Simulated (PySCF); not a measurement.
**Sr⁺ (strontium, charge +1): UHF calculation**

Configuration: [Kr] 4d1, 2D determinant (an excited configuration). Computed with PySCF 2.14 in aug-cc-pVDZ-X2C (7s6p4d, 45 functions), with scalar relativity by spin-free X2C-1e.

| Property | Result |
| --- | --- |
| Total energy | -3177.097013 hartree |
| One-electron energy | -4390.9887 hartree |
| Hartree (Coulomb) energy | 1317.8846 hartree |
| Exchange energy | -103.9929 hartree |
| ⟨S²⟩ | 0.7506 |
| ⟨L²⟩ | 6.001 |
| Sum of ⟨r⟩ | 25.60 bohr |
| Sum of ⟨r²⟩ | 39.02 bohr² |
| Traceless quadrupole moment −½Σ⟨3z² − r²⟩ along its main axis | 3.46 e·bohr² |
| Langevin diamagnetic susceptibility | -30.9 ×10⁻⁶ cm³/mol |

```
shell  electrons  mean orbital energy (eV)  spread (eV)  rms radius, mean of both spins (bohr)
 1s β          1                  -16201.5            0                                 0.0450
 1s α          1                  -16201.5            0                                 0.0450
 2s α          1                   -2265.4            0                                  0.187
 2s β          1                   -2265.3            0                                  0.187
 2p α          3                   -2008.0        0.004                                  0.166
 2p β          3                   -2008.0        0.058                                  0.166
 3s α          1                   -383.58            0                                  0.523
 3s β          1                   -383.56            0                                  0.523
 3p α          3                   -297.88        0.121                                  0.535
 3p β          3                   -297.85        0.165                                  0.535
 3d α          5                   -155.98        0.261                                  0.547
 3d β          5                   -155.90        0.189                                  0.547
 4s α          1                   -57.104            0                                   1.46
 4s β          1                   -56.665            0                                   1.46
 4p α          3                   -34.342        0.250                                   1.69
 4p β          3                   -33.623        0.682                                   1.69
 4d α          1                    -8.563            0                                   3.48
```

Densities and radii are taken from the X2C orbitals without a picture-change correction, which distorts them close to the nucleus.

Spin-orbit constants ζ (cm⁻¹) from the X2C one-electron operator on these orbitals: bare nucleus, nucleus screened by l(l+1)(2l+1)/3 electrons, and screened by the Breit-Pauli mean field of the electrons.

```json
{"shell": "2p", "bare": "375600", "screened nucleus": "355900", "mean field": "346900"}
{"shell": "3p", "bare": "58010", "screened nucleus": "54960", "mean field": "53310"}
{"shell": "3d", "bare": "7692", "screened nucleus": "5668", "mean field": "5345"}
{"shell": "4p", "bare": "5809", "screened nucleus": "5503", "mean field": "5314"}
{"shell": "4d", "bare": "178.8", "screened nucleus": "131.8", "mean field": "115.3"}
```

To first order the Landé constant is A = 115.3 cm⁻¹, so the lowest level has J = 3/2 and lies 0.0214 eV below the centre of the term.
